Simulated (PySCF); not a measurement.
Run record: geometry optimisation, `CC[CH2][TlH2]`.

Method: PBE0-D3(BJ)/def2-SVP geometry optimisation, gas phase, def2 core potentials past Kr (PySCF 2.14.0). Start geometry: GFN2-xTB. A driver script takes a list of jobs; this job's settings line and coordinates (Å) are shown.

Input:
```
{"job": {"xc": "PBE0", "basis": "def2-SVP", "d3": "d3bj", "grid": 1, "maxiter": 30, "shake": 0.01, "kind": "geom"}, "charge": 0, "multiplicity": 1}
C     -0.997680     0.339070    -1.077560
C     -0.978020    -0.392830     0.245280
C      0.384460    -1.024510     0.468420
Tl     1.913540     0.651910    -0.093220
H     -0.256570     1.160640    -1.112930
H     -1.989780     0.844020    -1.236090
H     -0.822240    -0.314720    -1.913020
H     -1.183660     0.311850     1.054770
H     -1.746740    -1.159070     0.268940
H      0.518490    -1.881630    -0.175910
H      0.463940    -1.394130     1.507860
H      2.822270     0.636180    -1.610620
H      1.877800     2.206340     0.802510
```

Output:
```
step   0  E = -291.93580364  max force = 0.030681
step   1  E = -291.94244396  max force = 0.007708
step   2  E = -291.94412027  max force = 0.004602
step   3  E = -291.94458215  max force = 0.002290
step   4  E = -291.94474489  max force = 0.000973
step   5  E = -291.94482743  max force = 0.000967
step   6  E = -291.94493661  max force = 0.001544
step   7  E = -291.94505090  max force = 0.001457
step   8  E = -291.94514766  max force = 0.001048
step   9  E = -291.94524520  max force = 0.000985
step  10  E = -291.94534759  max force = 0.001599
step  11  E = -291.94544570  max force = 0.001529
step  12  E = -291.94552352  max force = 0.001384
step  13  E = -291.94558814  max force = 0.000958
step  14  E = -291.94560553  max force = 0.000762
step  15  E = -291.94561652  max force = 0.000431
optimisation converged
```

Energies in Eh; «max force» is the largest Cartesian gradient component in Eh/bohr.

Problem. How much energy does the optimisation release, in eV?

Solution. E(step 0) − E(last step) = 0.009813 Eh, which is 0.267 eV.

Main results: final energy -291.94562 Eh after 15 steps; dipole 1.01 D.

Problem. Give the final coordinates.

Solution. 0.510 Å rms from the input after alignment:
```
atom  x, y, z in Å
C1    -1.3081    0.4013   -1.0652
C2    -0.9524   -0.3088    0.2316
C3     0.4368   -0.9260    0.2237
Tl4    2.0933    0.5523    0.0019
H5    -0.6189    1.2414   -1.2614
H6    -2.3274    0.8160   -1.0407
H7    -1.2474   -0.2847   -1.9258
H8    -1.0446    0.4003    1.0724
H9    -1.7030   -1.0984    0.4240
H10    0.5477   -1.6653   -0.5862
H11    0.6532   -1.4559    1.1666
H12    3.6848    0.0835   -0.5653
H13    1.7917    2.2273    0.4525
```

Time: 89 s of wall time; peak memory 0.48 GiB. Hardware: an Arm Neoverse V2 with one thread, no GPU (shared host).
Labels such as C1 count atoms from 1, the log's own numbers from 0.
